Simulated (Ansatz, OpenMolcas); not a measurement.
A ladder of methods for IBr (iodine monobromide)

The species is IBr (2 atoms), meant as a singlet with charge 0. As SMILES, `BrI`. The shape is that of a PBE0-D4/def2-TZVP optimisation.

```xyz
2

Br    0.0000    0.0000   -0.0029
I     0.0000    0.0000    2.4609
```

Quantity: the atomisation enthalpy at 298 K, in kJ/mol. The values are calculated. The thermal term (zero-point and 298 K enthalpy, harmonic and unscaled) is that of PBE0-D4/def2-TZVP; the spin-orbit lowering of the free atoms at 298 K, 45.0 kJ/mol by their spectra, is taken off.

**The experiment to reproduce.** Active Thermochemical Tables gives the atomisation enthalpy at 298 K of the gas as 178 kJ/mol.

```tsv
level	kind	program	value (kJ/mol)	computed − measured	CPU time (all runs)
HF/STO-3G	Hartree–Fock	OpenMolcas	96	-82	6 s
PBE/STO-3G	GGA	Ansatz	231	+53	4.9 s
PBE0/STO-3G	global hybrid	Ansatz	214	+36	3.4 s
wB97X/STO-3G	range-separated hybrid	Ansatz	195	+17	15 s
MP2/STO-3G	perturbation theory	Ansatz	133	-45	0.94 s
BCCD(T)/STO-3G	coupled cluster or CI	Ansatz	150	-28	1.2 s
CCSDT(Q)/STO-3G	coupled cluster or CI	Ansatz	150	-28	1.5 s
FCI/STO-3G	exact in the basis	Ansatz	150	-28	0.96 s
```

Nearest: wB97X/STO-3G (+17 kJ/mol); farthest: HF/STO-3G (-82 kJ/mol). In a finite basis correlated wave-function methods underbind, so their errors here aren't those of the basis-set limit. All-electron rows without a relativistic Hamiltonian named are non-relativistic. All rows use very small basis sets, so even the best lies far from the true value. In the correlated wave-function rows the outer d shell of Br, I is correlated, in sets not made for it. Times are those of the runs behind each value, whatever else they computed, on shared processors of several kinds: orders of magnitude only.
